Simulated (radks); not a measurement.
All-electron atom: Ar+ in [Ne] 3s2 3p(up 3, down 2). Method: non-relativistic Kohn-Sham, PBE, spin-polarised, spherical densities, point nucleus; computed with a radial shooting solver on a logarithmic mesh with Libxc functionals. Some entries of the table are withheld. Estimate them.

| orbital | occ. | eigenvalue (eV) | <r^2> (bohr^2) | r(max) (bohr) |
|---|---|---|---|---|
| 1s up | 1 | -3120.826 | 0.009984 | 0.05654 |
| 1s down | 1 | -3120.621 | 0.009983 | 0.05653 |
| 2s up | 1 | (1) | 0.2055 | 0.3405 |
| 2s down | 1 | (2) | 0.2054 | 0.3406 |
| 2p up | 3 | -243.7856 | 0.1768 | 0.2815 |
| 2p down | 3 | -243.5254 | 0.1767 | 0.2816 |
| 3s up | 1 | -36.9770 | 2.176 | (3) |
| 3s down | 1 | -35.8458 | 2.194 | (4) |
| 3p up | 3 | -22.6175 | 2.830 | 1.261 |
| 3p down | 2 | -21.5669 | 2.891 | 1.264 |

Answer. 
(1) 2s up eigenvalue (eV): -308.6695
(2) 2s down eigenvalue (eV): -308.4904
(3) 3s up r(max) (bohr): 1.169
(4) 3s down r(max) (bohr): 1.170
